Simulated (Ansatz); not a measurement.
**Ligand exchange: Si(CH3)3Cl + C2H3FGe → Si(CH3)3F + C2H3ClGe**

Species: Si(CH3)3Cl (chlorotrimethylsilane), singlet; C2H3FGe `C#[C][GeH2][F]`, singlet; Si(CH3)3F (trimethylsilyl fluoride), singlet; C2H3ClGe `C#[C][GeH2][Cl]`, singlet. The partners trade Cl for F: Si–Cl and Ge–F bonds give way to Si–F and Ge–Cl.

Shapes, held fixed at every level: PBE0-D4/def2-TZVP. Programs: Ansatz 0.2.0. The zero-point and thermal change to 298 K, harmonic and unscaled (PBE0-D4/def2-TZVP), is 0.0 kJ/mol.

```json
{"level": "r2SCAN-D4/def2-TZVPP", "kind": "meta-GGA", "ΔH(298 K) (kJ/mol)": "-50.2", "less CCSD(T)/def2-TZVPP": "+1.4", "CPU time (sum over the molecules)": "55 s"}
{"level": "BHLYP-D4/def2-TZVPP", "kind": "global hybrid", "ΔH(298 K) (kJ/mol)": "-54.2", "less CCSD(T)/def2-TZVPP": "-2.6", "CPU time (sum over the molecules)": "40 s"}
{"level": "PBE0-D4/def2-TZVPP", "kind": "global hybrid", "ΔH(298 K) (kJ/mol)": "-49.4", "less CCSD(T)/def2-TZVPP": "+2.2", "CPU time (sum over the molecules)": "39 s"}
{"level": "wB97X-V/def2-TZVPP", "kind": "range-separated hybrid", "ΔH(298 K) (kJ/mol)": "-48.5", "less CCSD(T)/def2-TZVPP": "+3.1", "CPU time (sum over the molecules)": "93 s"}
{"level": "MP2/def2-TZVPP", "kind": "perturbation theory", "ΔH(298 K) (kJ/mol)": "-49.3", "less CCSD(T)/def2-TZVPP": "+2.3", "CPU time (sum over the molecules)": "–"}
{"level": "CCSD(T)/def2-SVP", "kind": "coupled cluster or CI", "ΔH(298 K) (kJ/mol)": "-41.0", "less CCSD(T)/def2-TZVPP": "+10.6", "CPU time (sum over the molecules)": "76 s"}
{"level": "CCSD/def2-SVP", "kind": "coupled cluster or CI", "ΔH(298 K) (kJ/mol)": "-42.0", "less CCSD(T)/def2-TZVPP": "+9.6", "CPU time (sum over the molecules)": "–"}
{"level": "CCSD(T)/def2-TZVPP", "kind": "coupled cluster or CI", "ΔH(298 K) (kJ/mol)": "-51.6", "less CCSD(T)/def2-TZVPP": "0.0", "CPU time (sum over the molecules)": "82 min"}
```

The highest level, CCSD(T)/def2-TZVPP, gives ΔH(298 K) = -51.6 kJ/mol; the levels span -54.2 to -41.0. The column of differences is taken from that level and isn't an error. No measured value is set beside it here. Relativity is left out for Ge unless named. Correlated rows may include outer-core shells of Ge, which these sets cover unevenly. Times are processor times on shared x86 and Arm servers, and rough.
